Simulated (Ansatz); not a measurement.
Species: C₅H₆, charge 0, singlet. C5H6 (ethynylcyclopropane, SMILES C#CC1CC1).
B3LYP-D3(BJ)/def2-TZVP minimum from Ansatz (a first-principles code):
```
C
H 1 1.0832
C 1 1.4328 2 114.73
C 3 1.2014 2 152.83 1 -180.00
H 4 1.0618 2 162.42 1 -180.00
C 1 1.5159 2 116.05 3 -146.70
H 6 1.0805 1 116.77 2 145.23
H 6 1.0812 7 115.00 1 142.92
C 6 1.4952 7 118.09 8 147.99
H 9 1.0805 6 118.09 7 0.00
H 9 1.0812 10 115.00 6 147.99
```

Atomisation energy term by term, kcal/mol (programs: Ansatz). Radicals and triplets start from unrestricted determinants; spin-orbit coupling is neglected. Correlated methods leave the cores frozen. Rows without X2C or -DK are non-relativistic. CBS(X,Y): correlation extrapolated as X^-3, Hartree-Fock from the larger set. A bracket is a step between two methods taken in the basis named. '+ core + X2C': CCSD(T) terms for core correlation (cc-pwCVTZ) and scalar relativity (cc-pVTZ-DK). Where a partner has so few electrons that a lower coupled-cluster level is exact, that level stands in.

```tsv
term	basis	kcal/mol
Hartree-Fock	cc-pVQZ	844.20
CCSD correlation	CBS(cc-pVTZ,cc-pVQZ)	272.80
(T)	CBS(cc-pVTZ,cc-pVQZ)	20.67
CCSDT(Q) - CCSD(T)	cc-pVDZ	0.67
core correlation	cc-pwCVTZ	5.93
scalar relativity	X2C, cc-pVTZ-DK	-0.86
sum: De		1143.4
```
